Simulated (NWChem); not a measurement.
# TiNH₃O₂; SMILES [O]=[Ti]([OH])[NH2]

```xyz
7

Ti    -0.0609    -0.0289     0.0000
O     -1.6544     0.0353     0.0000
O      0.7909    -1.6340     0.0000
H      0.4794    -2.5430     0.0000
N      0.8035     1.6561     0.0000
H      1.8093     1.8171     0.0000
H      0.3336     2.5587     0.0000
```
Atoms are numbered in this order, from 1.

Results from NWChem. Coordinates come from a PBE0/def2-SVP optimisation.

Problem. Taking PBE/pcseg-2 as the yardstick, which of these has the fewest basis functions while keeping “highest occupied level (eV)” within 0.1 eV of it: PBE/aug-pcseg-1; PBE/pcseg-1; PBE/def2-SVP; PBE/STO-3G?

Solution. PBE/aug-pcseg-1.
```csv
level,basis functions,highest occupied level (eV)
PBE/STO-3G,36,-2.11
PBE/pcseg-1,88,-6.34
PBE/def2-SVP,88,-5.97
PBE/aug-pcseg-1,143,-6.55
PBE/pcseg-2,188,-6.48
```

The yardstick is one finite set, not the basis-set limit.
